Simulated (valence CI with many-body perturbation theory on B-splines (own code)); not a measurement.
Forbidden lines of Eu41+

Method: valence CI with perturbative core correlation (CI+MBPT): four valence electrons over a frozen Dirac-Fock core [Ar], radial functions for each j: 9 s, 9 p, 10 d, 8 f, 5 g, 3 h, 1 i, with the one-electron correlation potential Σ1, the two-electron term Σ2, the three-electron term Σ3, Breit, model QED; selected CI, second order for the rest (own B-spline code, finite nucleus).

No measured spectrum was set against this ion. As an estimate, large intervals hold to a few tenths of a per cent, small ones and those within an open d or f shell to about a per cent. Only levels of the ground parity were solved; by the run's estimate the other parity begins above the list, which can be wrong where configurations are misplaced.

Lines 51 to 100 of 120 in falling wavelength, among levels below 176.22 eV, chosen from the decays that carry over 1 % of a level's rate. Wavelengths and rates use the calculated energies. Weak lines are less certain than strong ones. Lines between different terms over intervals too small for the method are left out, as are lines whose strength nearly cancels. The highest levels of a list are the least certain. Branching is blank where the lifetime is uncertain.

Levels are named by their leading jj configuration (3d3/2^4 stands for four electrons in 3d with j = 3/2), which in mixed levels can hold well under half, so a name can repeat and another be missing. Letters in brackets count levels of one name in rising energy.

| λ vac (Å) | Upper | Lower | Type | A (s⁻¹) | Branch % |
| --- | --- | --- | --- | --- | --- |
| 364.8 | (3d3/2 3d5/2^3) J=4 [a] | (3d3/2^2 3d5/2^2) J=3 [a] | M1 | 1.59e+05 | 25.4 |
| 364.5 | (3d3/2^2 3d5/2^2) J=4 [b] | (3d3/2^3 3d5/2) J=3 | M1 | 5.30e+04 |  |
| 363.9 | (3d3/2^2 3d5/2^2) J=2 [d] | (3d3/2^2 3d5/2^2) J=3 [a] | M1 | 4.98e+03 | 8.9 |
| 362.8 | (3d3/2 3d5/2^3) J=2 [a] | (3d3/2^2 3d5/2^2) J=2 [b] | M1 | 1.43e+05 | 20.6 |
| 362.3 | (3d3/2 3d5/2^3) J=3 [c] | (3d3/2^2 3d5/2^2) J=4 [c] | M1 | 1.61e+05 | 40.4 |
| 360.1 | (3d3/2^2 3d5/2^2) J=3 [b] | (3d3/2^3 3d5/2) J=3 | M1 | 3.06e+04 | 13.8 |
| 356.3 | (3d3/2 3d5/2^3) J=5 | (3d3/2^2 3d5/2^2) J=5 | M1 | 1.07e+05 | 28.6 |
| 354.6 | (3d3/2 3d5/2^3) J=0 | (3d3/2^2 3d5/2^2) J=1 | M1 | 2.82e+05 | 74.2 |
| 353.5 | (3d3/2 3d5/2^3) J=2 [a] | (3d3/2^2 3d5/2^2) J=3 [b] | M1 | 1.92e+05 | 27.6 |
| 351.0 | (3d3/2^2 3d5/2^2) J=2 [b] | (3d3/2^3 3d5/2) J=3 | M1 | 1.25e+03 | 1.4 |
| 350.7 | (3d3/2 3d5/2^3) J=4 [b] | (3d3/2^2 3d5/2^2) J=4 [c] | M1 | 1.58e+05 | 27.8 |
| 348.1 | (3d5/2^4) J=4 | (3d3/2 3d5/2^3) J=5 | M1 | 1.42e+05 | 13.0 |
| 347.5 | (3d3/2 3d5/2^3) J=6 | (3d3/2^2 3d5/2^2) J=5 | M1 | 1.76e+05 | 53.8 |
| 347.0 | (3d3/2 3d5/2^3) J=3 [b] | (3d3/2^2 3d5/2^2) J=2 [b] | M1 | 8.59e+04 | 17.6 |
| 346.5 | (3d3/2 3d5/2^3) J=4 [a] | (3d3/2^2 3d5/2^2) J=4 [a] | M1 | 4.29e+05 | 68.5 |
| 345.8 | (3d3/2 3d5/2^3) J=3 [a] | (3d3/2^2 3d5/2^2) J=2 [a] | M1 | 4.21e+05 | 53.5 |
| 345.3 | (3d3/2^2 3d5/2^2) J=2 [a] | (3d3/2^3 3d5/2) J=1 | M1 | 4.13e+05 | 80.3 |
| 344.5 | (3d3/2^2 3d5/2^2) J=2 [d] | (3d3/2^2 3d5/2^2) J=2 [a] | M1 | 1.66e+03 | 3.0 |
| 338.5 | (3d3/2 3d5/2^3) J=3 [b] | (3d3/2^2 3d5/2^2) J=3 [b] | M1 | 1.82e+05 | 37.3 |
| 334.7 | (3d3/2 3d5/2^3) J=3 [b] | (3d3/2^2 3d5/2^2) J=4 [b] | M1 | 6.40e+04 | 13.1 |
| 330.4 | (3d3/2 3d5/2^3) J=3 [c] | (3d3/2^2 3d5/2^2) J=2 [c] | M1 | 1.20e+05 | 30.1 |
| 328.9 | (3d3/2^2 3d5/2^2) J=4 [b] | (3d3/2^3 3d5/2) J=4 | M1 | 1.84e+03 |  |
| 328.6 | (3d3/2^2 3d5/2^2) J=3 [b] | (3d3/2^3 3d5/2) J=2 | M1 | 9.36e+03 | 4.2 |
| 326.0 | (3d3/2 3d5/2^3) J=1 [b] | (3d3/2^2 3d5/2^2) J=2 [c] | M1 | 1.73e+05 | 27.5 |
| 325.4 | (3d3/2^2 3d5/2^2) J=3 [b] | (3d3/2^3 3d5/2) J=4 | M1 | 1.79e+05 | 80.7 |
| 320.9 | (3d3/2^2 3d5/2^2) J=2 [b] | (3d3/2^3 3d5/2) J=2 | M1 | 5.37e+04 | 60.6 |
| 320.8 | (3d5/2^4) J=2 | (3d3/2 3d5/2^3) J=2 [a] | M1 | 2.79e+05 | 24.9 |
| 317.0 | (3d3/2 3d5/2^3) J=2 [a] | (3d3/2^2 3d5/2^2) J=1 | M1 | 1.06e+05 | 15.3 |
| 310.8 | (3d5/2^4) J=4 | (3d3/2 3d5/2^3) J=4 [a] | M1 | 4.59e+05 | 42.2 |
| 310.4 | (3d5/2^4) J=4 | (3d3/2 3d5/2^3) J=3 [a] | M1 | 3.49e+05 | 32.0 |
| 310.3 | (3d3/2 3d5/2^3) J=1 [a] | (3d3/2^2 3d5/2^2) J=2 [a] | M1 | 3.83e+05 | 37.2 |
| 309.6 | (3d3/2 3d5/2^3) J=5 | (3d3/2^2 3d5/2^2) J=4 [a] | M1 | 6.00e+04 | 16.0 |
| 296.0 | (3d3/2 3d5/2^3) J=2 [b] | (3d3/2^2 3d5/2^2) J=2 [c] | M1 | 1.67e+05 | 35.0 |
| 294.5 | (3d3/2 3d5/2^3) J=1 [a] | (3d3/2^2 3d5/2^2) J=0 [a] | M1 | 3.83e+05 | 37.2 |
| 274.7 | (3d3/2^2 3d5/2^2) J=2 [c] | (3d3/2^3 3d5/2) J=3 | M1 | 3.90e+05 | 77.1 |
| 273.2 | (3d3/2 3d5/2^3) J=2 [a] | (3d3/2^2 3d5/2^2) J=3 [a] | M1 | 1.98e+05 | 28.5 |
| 269.5 | (3d5/2^4) J=2 | (3d3/2 3d5/2^3) J=1 [a] | M1 | 4.02e+05 | 35.9 |
| 264.1 | (3d3/2 3d5/2^3) J=3 [b] | (3d3/2^2 3d5/2^2) J=3 [a] | M1 | 5.16e+04 | 10.6 |
| 259.2 | (3d3/2 3d5/2^3) J=1 [b] | (3d3/2^2 3d5/2^2) J=2 [b] | M1 | 1.31e+04 | 2.1 |
| 256.0 | (3d3/2^2 3d5/2^2) J=4 [c] | (3d3/2^3 3d5/2) J=3 | M1 | 1.15e+05 | 52.9 |
| 256.0 | (3d3/2^2 3d5/2^2) J=2 [c] | (3d3/2^3 3d5/2) J=2 | M1 | 9.92e+04 | 19.6 |
| 254.9 | (3d3/2 3d5/2^3) J=3 [c] | (3d3/2^2 3d5/2^2) J=4 [b] | M1 | 1.93e+04 | 4.8 |
| 254.4 | (3d3/2 3d5/2^3) J=3 [b] | (3d3/2^2 3d5/2^2) J=4 [a] | M1 | 6.91e+04 | 14.2 |
| 253.7 | (3d3/2 3d5/2^3) J=3 [b] | (3d3/2^2 3d5/2^2) J=2 [a] | M1 | 1.41e+04 | 2.9 |
| 252.8 | (3d3/2^2 3d5/2^2) J=2 [b] | (3d3/2^3 3d5/2) J=1 | M1 | 2.58e+04 | 29.1 |
| 251.2 | (3d3/2 3d5/2^3) J=4 [b] | (3d3/2^2 3d5/2^2) J=3 [b] | M1 | 1.37e+05 | 24.2 |
| 250.2 | (3d5/2^4) J=4 | (3d3/2^2 3d5/2^2) J=4 [c] | M1 | 8.46e+04 | 7.8 |
| 247.5 | (3d5/2^4) J=2 | (3d3/2 3d5/2^3) J=3 [a] | M1 | 2.63e+05 | 23.5 |
| 245.0 | (3d3/2^2 3d5/2^2) J=0 [b] | (3d3/2^2 3d5/2^2) J=1 | M1 | 1.90e+05 | 68.0 |
| 239.8 | (3d3/2 3d5/2^3) J=2 [b] | (3d3/2^2 3d5/2^2) J=2 [b] | M1 | 1.79e+04 | 3.8 |
